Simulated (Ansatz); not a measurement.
The cluster LiAg₆⁺, relaxed as a singlet with RKS r2SCAN-D4/def2-SVP in Ansatz, starting from the GFN1-xTB geometry. Force threshold 0.02 eV/Å.

In the def2 sets Ag takes a core potential; there is no spin–orbit coupling. Another isomer (singlet) lies 0.13 eV lower at PBE0-D4/def2-TZVP; other spin states weren't run for this one.

Start:

```xyz
7

Li   -1.439    0.694   -0.093
Ag    0.707   -0.127   -1.569
Ag    0.416    2.590   -1.322
Ag    0.892    1.143    0.989
Ag   -0.831    0.058    2.856
Ag   -0.100   -1.525    0.745
Ag    0.354   -2.834   -1.606
```

Estimate the energy that the relaxation releases and the steps that it takes.

0.12 eV, in 8 steps; 70 s on 4 threads of Arm Neoverse V1 on a shared host. No frequencies were taken in this run, so the end may be a saddle point.

Does the start keep its bonding and symmetry?

By distances, no bond broke or formed. The bond that changes most is Li1–Ag3, from 2.92 to 3.35 Å (atoms count from 1).

Predict the relaxed structure.


```xyz
7

Li   -1.486    0.228   -0.330
Ag    0.899   -0.069   -1.472
Ag    0.658    2.582   -1.364
Ag    0.563    1.308    0.974
Ag   -0.698   -0.021    2.910
Ag    0.160   -1.489    0.858
Ag   -0.095   -2.538   -1.577
```
Bond lengths (bridged metal pairs left out): 9 × Ag–Ag 2.66 to 2.83 Å; 3 × Ag–Li 2.66 Å.
